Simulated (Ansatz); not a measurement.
Cost and result for the atomization energy of CH5GaO3, SMILES `O[CH2][Ga]([OH])[OH]` (10 atoms, 9 bonds).

| atom | x (Å) | y (Å) | z (Å) |
| --- | --- | --- | --- |
| O1 | -0.316 | 0.460 | -2.045 |
| C2 | 0.104 | 1.043 | -0.826 |
| Ga3 | -0.021 | -0.273 | 0.641 |
| O4 | 0.003 | -1.934 | -0.023 |
| O5 | -0.118 | -0.205 | 2.421 |
| H6 | -0.046 | -0.463 | -2.066 |
| H7 | 1.132 | 1.426 | -0.893 |
| H8 | -0.539 | 1.905 | -0.633 |
| H9 | -0.052 | -2.636 | 0.628 |
| H10 | -0.147 | 0.678 | 2.795 |

Total charge 0; spin multiplicity 1. Correlated methods include outer-core shells of Ga, which these sets cover unevenly. Scalar relativity is left out up to krypton. The structure was optimised at the PBE0-D4/def2-TZVP level. It is one conformer, not always the lowest. Program: Ansatz. All runs use 4 threads of an Arm Neoverse V2 on a shared host. Times are those of one run each, without the atoms' runs, and a repeat can differ threefold. Electronic energies, without spin–orbit coupling; frozen cores. CCSD(T)/CBS adds CCSD(T) − MP2 in def2-TZVPP to the MP2 limit, and its time is that of the two runs behind it. T1 = 0.014. With those shells the extrapolation isn't a true limit. B3LYP takes the VWN-RPA correlation (the form of Gaussian; ORCA's B3LYP/G).

CCSD(T)/CBS is a level of theory with its own doubt, some kJ/mol a heavy atom from the limit and from the frozen cores, so smaller differences don't rank the functionals.

| level | functions | wall time |
| --- | --- | --- |
| LDA (SPW92)/def2-TZVPP | 242 | 1.4 s |
| revPBE-D4/def2-TZVPP | 242 | 2.2 s |
| PBE0-D4/def2-TZVPP | 242 | 3.5 s |
| CAM-B3LYP-D4/def2-TZVPP | 242 | 3.9 s |
| B3LYP-D4/def2-TZVPP (with forces) | 242 | 5.5 s |
| r2SCANh-D4/def2-TZVPP | 242 | 6 s |
| ωB97X-V/def2-TZVPP | 242 | 8.5 s |
| CCSD(T)/def2-SVP | 113 | 11 s |
| B97M-V/def2-TZVPP | 242 | 11 s |
| ωB97M-V/def2-TZVPP (with forces) | 242 | 13 s |
| MP2/def2-QZVPP | 467 | 26 s |
| CCSD(T)/def2-TZVPP | 242 | 4.2 min |
| CCSD(T)/CBS(def2) | – | 4.7 min |

What atomization energy does each give, and how far from CCSD(T)/CBS? (Estimate.)

The calculation gave: 
```tsv
level	atomization (kJ/mol)	difference from CCSD(T)/CBS	per bond
LDA (SPW92)/def2-TZVPP	4212.5	590.6	65.6
revPBE-D4/def2-TZVPP	3553.9	-68.0	-7.6
PBE0-D4/def2-TZVPP	3562.3	-59.6	-6.6
CAM-B3LYP-D4/def2-TZVPP	3596.8	-25.1	-2.8
B3LYP-D4/def2-TZVPP (with forces)	3560.8	-61.1	-6.8
r2SCANh-D4/def2-TZVPP	3563.7	-58.2	-6.5
ωB97X-V/def2-TZVPP	3596.0	-25.9	-2.9
CCSD(T)/def2-SVP	3358.6	-263.3	-29.2
B97M-V/def2-TZVPP	3570.9	-51.0	-5.7
ωB97M-V/def2-TZVPP (with forces)	3591.0	-30.9	-3.4
MP2/def2-QZVPP	3688.1	66.2	7.4
CCSD(T)/def2-TZVPP	3518.3	-103.6	-11.5
CCSD(T)/CBS(def2)	3621.9	0.0	0.0
```

Leaving LDA and LC-ωPBE aside and taking each functional with its dispersion term where it has one, the values, not all of them listed here, spread over 269.0 kJ/mol, from BHLYP-D4 to PBE-D4. LDA lies +557.3 kJ/mol from PBE without D4, its usual overbinding. In def2-TZVPP, CCSD(T) changes the Hartree–Fock value by +1101.7 kJ/mol (the triples alone add +66.9 kJ/mol) and MP2 by +1210.1 kJ/mol; breaking electron pairs costs correlation energy, which Hartree–Fock lacks. At CCSD(T), def2-SVP lies −263.2 kJ/mol from the extrapolated value and def2-TZVPP −103.5 kJ/mol: correlation converges slowly with the basis, and small sets miss more of it in the bonded molecule than in its fragments.
